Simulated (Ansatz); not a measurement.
A calculation with Ansatz (development build ahead of 0.2.0).

```yaml
crystal:
  periodic: [false, false, false]
  atoms:
    - { symbol: B, position_ang: [0.0, 0.893, 1.4449] }
    - { symbol: B, position_ang: [0.893, 1.4449, 0.0] }
    - { symbol: B, position_ang: [1.4449, 0.0, 0.893] }
    - { symbol: B, position_ang: [0.0, 0.893, -1.4449] }
    - { symbol: B, position_ang: [0.893, -1.4449, 0.0] }
    - { symbol: B, position_ang: [-1.4449, 0.0, 0.893] }
    - { symbol: B, position_ang: [0.0, -0.893, 1.4449] }
    - { symbol: B, position_ang: [-0.893, 1.4449, 0.0] }
    - { symbol: B, position_ang: [1.4449, 0.0, -0.893] }
    - { symbol: B, position_ang: [0.0, -0.893, -1.4449] }
    - { symbol: B, position_ang: [-0.893, -1.4449, 0.0] }
    - { symbol: B, position_ang: [-1.4449, 0.0, -0.893] }
    - { symbol: H, position_ang: [0.0, 1.52388, 2.46569] }
    - { symbol: H, position_ang: [1.52388, 2.46569, 0.0] }
    - { symbol: H, position_ang: [2.46569, 0.0, 1.52388] }
    - { symbol: H, position_ang: [0.0, 1.52388, -2.46569] }
    - { symbol: H, position_ang: [1.52388, -2.46569, 0.0] }
    - { symbol: H, position_ang: [-2.46569, 0.0, 1.52388] }
    - { symbol: H, position_ang: [0.0, -1.52388, 2.46569] }
    - { symbol: H, position_ang: [-1.52388, 2.46569, 0.0] }
    - { symbol: H, position_ang: [2.46569, 0.0, -1.52388] }
    - { symbol: H, position_ang: [0.0, -1.52388, -2.46569] }
    - { symbol: H, position_ang: [-1.52388, -2.46569, 0.0] }
    - { symbol: H, position_ang: [-2.46569, 0.0, -1.52388] }
basis:
  gaussian: { orbitals: "6-31G" }
total_charge: -2
hamiltonian:
  xc: hf
output:
  forces: true
```

The input is written out in the form of the current development build from the run's settings.

Output:

| Quantity | Value |
| --- | --- |
| Converged | yes |
| Total energy | -303.13387 hartree |

Forces (eV/Å):
| atom | Fx | Fy | Fz |
| --- | --- | --- | --- |
| B1 | 0.000 | 0.298 | 0.483 |
| B2 | 0.298 | 0.483 | 0.000 |
| B3 | 0.483 | 0.000 | 0.298 |
| B4 | 0.000 | 0.298 | -0.483 |
| B5 | 0.298 | -0.483 | 0.000 |
| B6 | -0.483 | 0.000 | 0.298 |
| B7 | 0.000 | -0.298 | 0.483 |
| B8 | -0.298 | 0.483 | 0.000 |
| B9 | 0.483 | 0.000 | -0.298 |
| B10 | 0.000 | -0.298 | -0.483 |
| B11 | -0.298 | -0.483 | 0.000 |
| B12 | -0.483 | 0.000 | -0.298 |
| H13 | 0.000 | -0.035 | -0.057 |
| H14 | -0.035 | -0.057 | 0.000 |
| H15 | -0.057 | 0.000 | -0.035 |
| H16 | 0.000 | -0.035 | 0.057 |
| H17 | -0.035 | 0.057 | 0.000 |
| H18 | 0.057 | 0.000 | -0.035 |
| H19 | 0.000 | 0.035 | -0.057 |
| H20 | 0.035 | -0.057 | 0.000 |
| H21 | -0.057 | 0.000 | 0.035 |
| H22 | 0.000 | 0.035 | 0.057 |
| H23 | 0.035 | 0.057 | 0.000 |
| H24 | 0.057 | 0.000 | 0.035 |

Caution: no unrestricted run beside it, a lower state can exist; no diffuse functions for an anion; other spin multiplicities were not run.
